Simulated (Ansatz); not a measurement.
A nudged elastic band was laid between two geometries of C₂H₄LiSi (8 atoms, charge -1, multiplicity 1).

Method: RKS B3LYP-D4/def2-SVP in Ansatz 0.2.0.

- movable images: 9
- climbing image: yes
- spring: 5.0 eV/Å²
- optimiser: quadratic models (default)
- start path: IDPP
- force threshold: 0.03 eV/Å
- iteration limit: 27
- end points: relaxed

Initial state:

```xyz
8
Properties=species:S:1:pos:R:3
Li -1.312 2.347 -2.692
C -0.661 1.160 -1.414
Si 0.012 -0.230 -0.691
C 0.318 -0.404 1.212
H 0.507 -1.574 -1.228
H 1.385 -0.581 1.449
H -0.252 -1.244 1.653
H 0.003 0.527 1.711
```

Final state:

```xyz
8
Properties=species:S:1:pos:R:3
Li -1.927 1.758 -2.763
C -0.929 0.885 -1.461
Si 0.329 0.068 -0.651
C 0.223 -0.491 1.199
H 1.723 -0.412 -1.061
H 0.323 -1.588 1.311
H -0.757 -0.189 1.606
H 1.015 -0.031 1.821
```

What changes between the two ends?

No bond is made or broken. The dihedral C2–Si3–C4–H6 goes from -121 to 120°. The two ends are copies of one structure, up to a mirror image or an exchange of like atoms.

Give the energies along the band, and the barrier.

The forces met the threshold. The highest image is number 5 of 0 to 10, 1.1 kcal/mol above the ends, which have the same energy within 2 meV. A vibrational analysis at the climbing image gives one clearly imaginary mode, 151i cm⁻¹: a first-order saddle point. Limits of this set-up: an anion without diffuse functions, the dipole of an ion depends on the origin.

```tsv
image	path coordinate (Å)	energy (kcal/mol)	dihedral C2–Si3–C4–H6 (°)
0	0.00	0.0	-121
1	0.31	0.1	-133
2	0.62	0.4	-145
3	0.92	0.7	-157
4	1.23	1.0	-169
5	1.54	1.1	180
6	1.85	1.0	168
7	2.16	0.7	157
8	2.48	0.4	145
9	2.79	0.1	132
10	3.10	0.0	120
```

What is the geometry of the highest image?


```xyz
8
Properties=species:S:1:pos:R:3
Li -1.876 1.886 -2.725
C -0.935 0.947 -1.427
Si 0.199 -0.094 -0.695
C 0.309 -0.394 1.223
H 1.317 -0.986 -1.238
H 1.117 -1.108 1.471
H -0.637 -0.798 1.623
H 0.507 0.547 1.767
```

What are the harmonic wavenumbers there?

151i, 55, 88, 246, 281, 552, 622, 703, 722, 874, 1129, 1214, 1431, 1438, 1955, 2982, 3068, 3075 cm⁻¹.

The band took 3 iterations and of the order of 6 core-minutes.

Time of the run: 7.5 min on 1 CPU thread of a shared host.
